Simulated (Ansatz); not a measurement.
C2H9ClSi2 can be A, `C[Si](C)([SiH3])Cl`, or B, `CC[SiH]([SiH3])Cl`.

Isolated molecules relaxed with PBE0-D4/def2-TZVP in Ansatz; ΔE leaves out vibrations. CBS: MP2 limit from def2 TZ/QZ plus the TZ coupled-cluster correction, frozen cores. Functionals use def2-TZVPP. B3LYP here is the variant with VWN-RPA as its local correlation; programs differ in this. One conformer a species, not always the lowest.

(1) Which is lower in electronic energy at CCSD(T)/CBS, and by how much? (An estimate is asked.)

(2) Give E(B) − E(A) in kJ/mol with HF/def2-TZVPP, MP2/def2-TZVPP, PBE-D4, B3LYP-D4, CCSD(T)/def2-TZVPP, B2PLYP, ωB97M-V. (Estimate.)

Largest T1 diagnostic: 0.010.

Results:

(1) The calculation gave: A, by 58.3 kJ/mol.

(2) Ansatz gave: HF/def2-TZVPP 52.6, MP2/def2-TZVPP 60.2, PBE-D4 58.8, B3LYP-D4 58.7, CCSD(T)/def2-TZVPP 57.1, B2PLYP 58.0, ωB97M-V 60.5. None reverses the order clearly.

In def2-TZVPP, CCSD(T) changes the Hartree–Fock value by +4.5 kJ/mol (the triples alone add +0.7 kJ/mol) and MP2 by +7.5 kJ/mol.
